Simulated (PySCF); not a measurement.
ClH5SSi2, SMILES [SiH3]S[SiH2]Cl.

The structure is a stationary point at PBE-D3(BJ)/def2-SVP. The structure was generated by enumeration, and PubChem lists no compound with its InChIKey, so it may never have been made. One conformer was computed; it need not be the lowest.

All values below come from PBE-D3(BJ)/def2-SVP (PySCF).

Frequencies are harmonic and unscaled.

Problem. Estimate the vibrational spectrum. (The exact figures need the calculation; the answer reports its results.)

Solution. 
```csv
mode,ν (cm⁻¹),IR (km/mol),moving atoms (share of kinetic energy)
1,51,1.6,"Si 42 %, Cl 34 %, H 15 %, S 10 %"
2,100,0.5,H 86 %
3,120,0.7,"Si 42 %, H 27 %, Cl 17 %, S 14 %"
4,197,2.7,"S 35 %, Si 32 %, Cl 25 %"
5,462,4.3,"Si 49 %, S 34 %, H 9 %"
6,493,66.2,"Si 44 %, S 41 %"
7,540,35.3,"Si 41 %, H 33 %, Cl 22 %"
8,546,81.5,"H 52 %, Si 28 %, S 10 %, Cl 10 %"
9,599,13.1,"H 89 %, Si 8 %"
10,619,19.9,"H 81 %, Si 11 %"
11,686,5.3,H 95 %
12,819,255.0,H 92 %
13,884,138.9,H 94 %
14,898,170.6,H 96 %
15,905,24.4,H 95 %
16,912,66.8,H 96 %
17,2163,42.8,H 98 %
18,2180,64.0,H 97 %
19,2186,92.2,H 96 %
20,2194,79.0,H 96 %
21,2203,85.4,H 96 %
```
